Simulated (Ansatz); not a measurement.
C2H2BF2N, SMILES B1([C@H](F)N=C1)F.

Geometry: PBE0-D3(BJ)/def2-SVP. The structure was generated by enumeration; whether it is a known compound was not checked.

Two levels are set side by side: PBE/def2-SVPD (Ansatz, an electronic-structure program) and CAM-B3LYP/def2-SVPD (Ansatz). Energy differences of separate SCF runs at the same geometry; the states with an electron removed or added have multiplicity 2 and 2. Differences are taken from unrounded values.

```json
[
 {"quantity": "vertical ionisation energy (eV)", "CAM-B3LYP": "10.55"},
 {"quantity": "vertical singlet–triplet gap (eV)", "CAM-B3LYP": "3.18"}
]
```

Problem. What does PBE give, and how far is it from CAM-B3LYP? (The exact figures need the calculation; the answer reports its results.)

Solution. 
```json
[
 {"quantity": "vertical ionisation energy (eV)", "PBE": "10.20", "PBE minus CAM-B3LYP": "-0.35"},
 {"quantity": "vertical singlet–triplet gap (eV)", "PBE": "3.07", "PBE minus CAM-B3LYP": "-0.11"}
]
```
